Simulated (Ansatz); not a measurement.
C2H8GeSi (`[SiH3]/C=[CH]\[GeH3]`) at its PBE0-D4/def2-TZVP geometry, where that method's forces vanish. Charge 0, multiplicity 1.

```
atom   x (Å)   y (Å)   z (Å)
 Si1   1.457  -1.144  -0.177
  C2  -0.352  -1.053  -0.613
  C3  -1.187  -0.048  -0.340
 Ge4  -0.769   1.616   0.593
  H5   1.878   0.087   0.540
  H6   2.274  -1.294  -1.411
  H7   1.715  -2.326   0.689
  H8  -0.760  -1.913  -1.147
  H9  -2.225  -0.141  -0.661
 H10   0.308   2.419  -0.155
 H11  -0.280   1.345   2.025
 H12  -2.058   2.452   0.657
```

**Question.** For each bond, give half the difference of the two atoms' forces along it (eV/Å; positive pushes the atoms apart) under PBE-D4, r2SCAN-D4, B3LYP-D4, ωB97M-V in def2-TZVPP. (Best estimate.)

**Answer.** Ansatz gave: 
| bond | length (Å) | PBE-D4 | r2SCAN-D4 | B3LYP-D4 | ωB97M-V |
| --- | --- | --- | --- | --- | --- |
| Si1–C2 | 1.863 | -0.14 | -0.07 | 0.09 | 0.13 |
| Si1–H5 | 1.486 | 0.07 | -0.03 | -0.08 | -0.10 |
| Si1–H6 | 1.488 | 0.08 | -0.02 | -0.08 | -0.13 |
| Si1–H7 | 1.488 | 0.08 | -0.02 | -0.08 | -0.13 |
| C2–C3 | 1.335 | 0.36 | 0.22 | 0.04 | -0.01 |
| C2–H8 | 1.092 | 0.06 | -0.03 | -0.08 | -0.08 |
| C3–Ge4 | 1.953 | -0.09 | -0.01 | 0.17 | 0.11 |
| C3–H9 | 1.090 | 0.04 | -0.06 | -0.13 | -0.07 |
| Ge4–H10 | 1.537 | 0.07 | -0.05 | -0.02 | -0.09 |
| Ge4–H11 | 1.537 | 0.07 | -0.05 | -0.03 | -0.09 |
| Ge4–H12 | 1.538 | 0.06 | -0.06 | -0.04 | -0.08 |

B3LYP here is the variant with VWN-RPA as its local correlation; programs differ in this.
